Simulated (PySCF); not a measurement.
**C2H7FOSi**

C2H7FOSi is a small molecule, neutral, singlet. The structure, one conformer, was relaxed in the gas phase by PBE0-D3(BJ)/def2-SVP. No frequency run checks that it is a minimum.

SMILES: C[Si](C)(O)F

```xyz
12

Si    0.245    0.396   -0.161
C    -1.565    0.005   -0.346
C     1.303   -1.055    0.287
O     0.520    1.566    0.981
F     0.740    0.974   -1.607
H    -1.717   -0.816   -1.064
H    -2.000   -0.301    0.618
H    -2.129    0.876   -0.714
H     1.208   -1.860   -0.458
H     2.361   -0.754    0.335
H     1.019   -1.458    1.271
H     0.052    2.399    0.876
```
(Å; atoms numbered from 1)

Shieldings: GIAO PBE0/pcSseg-2. Shifts are against computed references at the same level: C TMS (σ 184.1 ppm), H TMS (σ 31.24 ppm), Si TMS (σ 341.3 ppm). Core levels by delta-SCF with SCAN, pcX-2 on the ionised atom and pcseg-1 elsewhere, spin-free X2C (2p3/2 is the spin-free 2p value less a third of a first-order spin-orbit splitting); from the vacuum level, for chosen atoms.

**Question.** Give the shieldings and core levels atom by atom.

**Answer.** 
| atoms | bonded to | σ (ppm) | δ (ppm) | core level (eV) |
| --- | --- | --- | --- | --- |
| Si1 | 2 C + 1 F + 1 O | 330.3 | 11.0 | 2p3/2 107.84 |
| C2 | 1 Si + 3 H | 185.4 | -1.3 | 1s 290.48 |
| C3 | 1 Si + 3 H | 187.5 | -3.4 | 1s 290.43 |
| O4 | 1 Si + 1 H | 261.6 | - | 1s 538.68 |
| F5 | 1 Si | 314.8 | - | 1s 691.88 |
| H6 H7 H8 | 1 C | 31.09 | 0.16 | - |
| H9 H10 H11 | 1 C | 31.05 | 0.20 | - |
| H12 | 1 O | 29.57 | 1.67 | - |

Values are those of this one static structure, with the three H of a rotating XH3 group averaged; atoms that internal rotation interchanges would show their mean in an NMR spectrum.

**Question.** By CAM-B3LYP/def2-SVPD (TDDFT singlets, Tamm-Dancoff triplets, ionisation by delta-SCF), where does absorption start, and what does vertical ionisation take?

**Answer.** The lowest singlet lies at 7.88 eV (f 0.070), the strongest of the first 6 at 9.28 eV (f 0.072), the lowest triplet at 7.59 eV; vertical ionisation takes 11.02 eV.
